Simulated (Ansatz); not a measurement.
Born–Oppenheimer molecular dynamics of AlF₂H₃O (7 atoms, charge 0, multiplicity 1). It starts at the highest image of a converged band, a first-order saddle point between two minima.

Level of theory: Ansatz 0.2.0, RKS PBE/STO-3G.

```yaml
ensemble: NVE (velocity Verlet)
time_step: 0.5 fs
steps_asked: 200
starting_velocities_drawn_for: 100 K
seed: 7200
```

Frames 1 fs apart, positions in Å, forces in eV/Å.

Velocities at 45.0 fs (Å/ps):

```
Al -5.86 7.12 1.05
H 53.21 -20.57 -0.37
F -0.02 -3.51 -2.62
F -1.95 -2.04 1.84
H 61.95 -54.74 -2.53
O 4.69 0.19 -0.76
H 4.30 -13.81 1.34
```

```xyz
7
Properties=species:S:1:pos:R:3:forces:R:3 time_fs=45.0 energy_less_start_eV=-0.643 T=1095
Al -0.790 0.099 -0.218 0.86 0.51 0.40
H 3.106 -2.354 -0.068 0.34 -0.14 0.03
F -1.368 -0.358 -1.682 -0.13 -0.08 -0.14
F -1.626 0.018 1.197 -0.20 -0.13 0.00
H 2.433 -2.084 -0.115 -0.34 0.16 -0.03
O 0.800 0.818 -0.143 -0.33 -0.28 -0.20
H 0.973 0.938 0.873 -0.21 -0.04 -0.06
7
Properties=species:S:1:pos:R:3:forces:R:3 time_fs=46.0 energy_less_start_eV=-0.630 T=1075
Al -0.795 0.106 -0.217 0.98 0.49 0.21
H 3.162 -2.376 -0.069 1.02 -0.37 0.08
F -1.368 -0.362 -1.685 -0.09 -0.02 0.00
F -1.628 0.015 1.199 -0.21 -0.12 0.02
H 2.492 -2.138 -0.118 -1.03 0.38 -0.08
O 0.804 0.818 -0.144 -0.49 -0.34 -0.20
H 0.976 0.924 0.874 -0.19 -0.02 -0.04
7
Properties=species:S:1:pos:R:3:forces:R:3 time_fs=47.0 energy_less_start_eV=-0.631 T=1076
Al -0.801 0.114 -0.216 1.06 0.46 0.02
H 3.227 -2.401 -0.068 0.72 -0.23 0.06
F -1.368 -0.365 -1.688 -0.04 0.03 0.15
F -1.630 0.013 1.201 -0.22 -0.11 0.04
H 2.542 -2.188 -0.121 -0.72 0.24 -0.06
O 0.809 0.818 -0.145 -0.64 -0.39 -0.20
H 0.978 0.909 0.874 -0.16 0.01 -0.01
7
Properties=species:S:1:pos:R:3:forces:R:3 time_fs=48.0 energy_less_start_eV=-0.631 T=1075
Al -0.806 0.121 -0.215 1.12 0.41 -0.16
H 3.298 -2.428 -0.067 -0.25 0.06 -0.02
F -1.368 -0.369 -1.690 0.00 0.09 0.30
F -1.633 0.011 1.203 -0.22 -0.10 0.05
H 2.586 -2.236 -0.125 0.25 -0.06 0.02
O 0.812 0.818 -0.146 -0.78 -0.44 -0.20
H 0.978 0.895 0.875 -0.13 0.03 0.02
7
Properties=species:S:1:pos:R:3:forces:R:3 time_fs=49.0 energy_less_start_eV=-0.613 T=1049
Al -0.810 0.129 -0.214 1.15 0.35 -0.34
H 3.367 -2.455 -0.066 -0.98 0.22 -0.08
F -1.368 -0.372 -1.692 0.04 0.16 0.45
F -1.635 0.009 1.205 -0.21 -0.09 0.04
H 2.631 -2.284 -0.129 0.98 -0.22 0.08
O 0.816 0.817 -0.147 -0.89 -0.47 -0.18
H 0.976 0.882 0.875 -0.10 0.05 0.03
7
Properties=species:S:1:pos:R:3:forces:R:3 time_fs=50.0 energy_less_start_eV=-0.606 T=1038
Al -0.815 0.137 -0.213 1.15 0.28 -0.49
H 3.428 -2.479 -0.066 -1.00 0.19 -0.09
F -1.369 -0.376 -1.695 0.09 0.22 0.59
F -1.637 0.007 1.207 -0.20 -0.08 0.02
H 2.686 -2.335 -0.132 1.00 -0.19 0.09
O 0.819 0.816 -0.148 -0.97 -0.49 -0.13
H 0.974 0.868 0.876 -0.06 0.07 0.01
7
Properties=species:S:1:pos:R:3:forces:R:3 time_fs=51.0 energy_less_start_eV=-0.611 T=1044
Al -0.818 0.145 -0.212 1.12 0.20 -0.63
H 3.479 -2.502 -0.066 -0.29 0.04 -0.02
F -1.369 -0.379 -1.696 0.12 0.28 0.72
F -1.640 0.004 1.208 -0.17 -0.07 -0.01
H 2.750 -2.387 -0.134 0.29 -0.04 0.02
O 0.821 0.815 -0.150 -1.03 -0.50 -0.07
H 0.972 0.856 0.877 -0.04 0.09 -0.02
7
Properties=species:S:1:pos:R:3:forces:R:3 time_fs=52.0 energy_less_start_eV=-0.600 T=1027
Al -0.822 0.153 -0.211 1.06 0.11 -0.73
H 3.527 -2.524 -0.067 0.72 -0.09 0.07
F -1.369 -0.382 -1.698 0.16 0.33 0.84
F -1.643 0.002 1.210 -0.14 -0.05 -0.06
H 2.817 -2.439 -0.137 -0.72 0.09 -0.07
O 0.823 0.813 -0.151 -1.07 -0.50 0.00
H 0.969 0.844 0.878 -0.01 0.11 -0.06
7
Properties=species:S:1:pos:R:3:forces:R:3 time_fs=53.0 energy_less_start_eV=-0.587 T=1008
Al -0.825 0.161 -0.211 0.98 0.02 -0.80
H 3.583 -2.548 -0.067 1.10 -0.09 0.11
F -1.368 -0.385 -1.699 0.18 0.38 0.94
F -1.645 0.000 1.212 -0.10 -0.03 -0.12
H 2.876 -2.491 -0.139 -1.10 0.09 -0.12
O 0.824 0.812 -0.153 -1.08 -0.49 0.06
H 0.965 0.833 0.879 0.02 0.12 -0.09
7
Properties=species:S:1:pos:R:3:forces:R:3 time_fs=54.0 energy_less_start_eV=-0.592 T=1015
Al -0.827 0.169 -0.211 0.88 -0.08 -0.83
H 3.648 -2.572 -0.066 0.40 -0.02 0.05
F -1.368 -0.388 -1.700 0.21 0.43 1.02
F -1.648 -0.003 1.214 -0.05 -0.01 -0.19
H 2.926 -2.542 -0.143 -0.40 0.02 -0.05
O 0.824 0.810 -0.154 -1.08 -0.48 0.10
H 0.962 0.823 0.878 0.04 0.14 -0.09
7
Properties=species:S:1:pos:R:3:forces:R:3 time_fs=55.0 energy_less_start_eV=-0.585 T=1005
Al -0.830 0.177 -0.211 0.76 -0.18 -0.84
H 3.716 -2.596 -0.065 -0.60 0.00 -0.06
F -1.368 -0.391 -1.700 0.23 0.47 1.09
F -1.651 -0.005 1.216 0.00 0.01 -0.28
H 2.973 -2.593 -0.147 0.60 0.00 0.06
O 0.824 0.807 -0.155 -1.06 -0.46 0.10
H 0.960 0.815 0.877 0.07 0.15 -0.07
7
Properties=species:S:1:pos:R:3:forces:R:3 time_fs=56.0 energy_less_start_eV=-0.571 T=985
Al -0.832 0.185 -0.211 0.63 -0.28 -0.80
H 3.780 -2.620 -0.064 -1.10 -0.03 -0.12
F -1.367 -0.393 -1.699 0.24 0.51 1.13
F -1.654 -0.008 1.218 0.06 0.04 -0.37
H 3.025 -2.643 -0.151 1.10 0.03 0.12
O 0.823 0.804 -0.157 -1.02 -0.43 0.08
H 0.958 0.808 0.875 0.09 0.16 -0.03
```

Of the whole run (100 fs, mean temperature of the second half 958 K): The conserved energy stayed within 0.068 meV per atom of its start (net change -0.00029 meV per atom), so the integration is sound. The system heated up, since it started high on the potential surface and ran downhill. A run of 0.1 ps of so small a system gives no equilibrium averages. The orbitals stay closed-shell, which can raise the energy where a bond breaks towards radicals; this wasn't checked here. Limits of this set-up: minimal basis.

Time of the run: 81 s on 1 thread of AMD EPYC 9R45 96-Core Processor (Zen 5), on a shared host, peak memory 0.097 GiB.
